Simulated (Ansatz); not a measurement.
Wavefunction ladder for F4H2In2S2, SMILES `[F][In-]1([F])[SH+][In-]([F])([F])[SH+]1`

Cartesian coordinates in Å:
```
F -0.331 -2.875 -1.238
In 0.473 -1.114 -1.222
F 1.789 -0.554 -2.526
S 1.433 -0.564 1.069
In -0.473 1.114 1.221
F 0.332 2.874 1.235
F -1.789 0.557 2.527
S -1.435 0.563 -1.069
H 2.282 0.352 0.562
H -2.282 -0.354 -0.561
```

The species carries charge 0 and has multiplicity 1. Correlated methods include outer-core shells of In, which these sets cover unevenly. In takes the def2 core potential. The structure was optimised at the PBE0-D4/def2-TZVP level. Frozen core, restricted reference, Ansatz 0.2.0.

| basis | HF (Eh) | MP2 corr. | CCSD corr. | (T) | CCSD(T) total |
| --- | --- | --- | --- | --- | --- |
| def2-SVP | ? | -1.19310 | -1.22984 | -0.02719 | ? |
| def2-TZVPP | -1572.84028 | -1.92907 | -1.93893 | ? | ? |
| def2-QZVPP | ? | ? | – | – | – |

Problem. Fill in the withheld values. (An estimate is asked.)

Solution. The calculation gave: def2-SVP HF (Eh): -1572.03139; def2-SVP CCSD(T) total: -1573.28842; def2-TZVPP (T): -0.06758; def2-TZVPP CCSD(T) total: -1574.84679; def2-QZVPP HF (Eh): -1572.88656; def2-QZVPP MP2 corr.: -2.44257.
